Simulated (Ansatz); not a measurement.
A nudged elastic band was laid between two geometries of C2H8O2Si (13 atoms, charge 0, multiplicity 1).

Method: RKS r2SCAN/6-31G* in Ansatz.

```yaml
movable_images: 6
climbing_image: no
spring: 5.0 eV/Å²
optimiser: quadratic models (default)
start_path: through a guess of the saddle point
force_threshold: 0.05 eV/Å
iteration_limit: 60
end_points: relaxed
```

Image 0:

```xyz
13
Properties=species:S:1:pos:R:3
Si -0.238 -0.180 -0.276
C 1.019 1.215 -0.237
C -0.641 -0.805 1.430
H 0.267 -1.054 1.993
O -1.691 0.325 -0.913
O 0.372 -1.415 -1.226
H 1.252 1.596 -1.241
H 0.633 2.061 0.345
H 1.963 0.902 0.229
H -1.203 -0.056 2.000
H -1.259 -1.709 1.366
H -1.719 0.357 -1.879
H 1.247 -1.238 -1.593
```

Image 7:

```xyz
13
Properties=species:S:1:pos:R:3
Si -0.995 -0.920 -0.135
C 1.484 1.766 -0.088
C -1.428 -1.862 1.203
H 0.843 1.706 0.797
O -1.534 0.598 -0.441
O 0.083 -1.305 -1.329
H 1.511 0.797 -0.599
H 1.104 2.537 -0.768
H 2.498 2.036 0.219
H -2.106 -1.474 1.957
H -1.129 -2.902 1.303
H -0.909 1.148 -0.937
H 0.577 -2.125 -1.180
```

(1) Which bonds break or form, and what moves?

(2) What energy profile does the band end with?

(3) What is the geometry of the highest image?

Results:

(1) Bonds broken: Si1–C2, C3–H4. Bonds formed: C2–H4. C2H8O2Si becomes CH4 + CH4O2Si.

(2) The run converged. The highest image is number 4 of 0 to 7, 271.9 kJ/mol above the first end and 20.6 kJ/mol above the last; the last end lies 251.3 kJ/mol above the first. Beside the main top the profile has a ripple of under 15 meV (maxima at images 1, 4), which may be a very shallow well or noise. Neighbouring images differ by up to 2.8 eV, so the band resolves the path poorly. No image climbed, so the highest image needn't sit at the top of the path. The orbitals stay closed-shell, which can raise the energy where a bond breaks towards radicals; this wasn't checked here.

```tsv
image	path coordinate (Å)	energy (kJ/mol)	Si1–C2 (Å)	C3–H4 (Å)	C2–H4 (Å)
0	0.00	0.0	1.88	1.10	3.27
1	1.20	4.7	1.88	1.10	3.05
2	2.40	4.1	1.87	1.10	2.81
3	3.60	271.6	2.24	1.31	1.90
4	4.80	271.9	3.02	2.45	1.11
5	6.00	254.6	3.43	3.14	1.09
6	7.20	252.0	3.47	3.63	1.09
7	8.40	251.3	3.66	4.25	1.09
```

(3) 
```xyz
13
Properties=species:S:1:pos:R:3
Si -0.848 -0.722 -0.361
C 1.247 1.360 0.257
C -0.962 -1.160 1.268
H 0.630 0.648 0.838
O -1.726 0.469 -1.064
O 0.212 -1.274 -1.500
H 1.018 1.344 -0.815
H 1.049 2.364 0.640
H 2.299 1.099 0.391
H -1.741 -0.746 1.901
H -0.314 -1.912 1.707
H -1.594 0.581 -2.015
H 0.730 -2.051 -1.247
```

Time of the run: 5.6 min on 2 threads of Arm Neoverse V1 (shared host), peak memory 0.16 GiB.
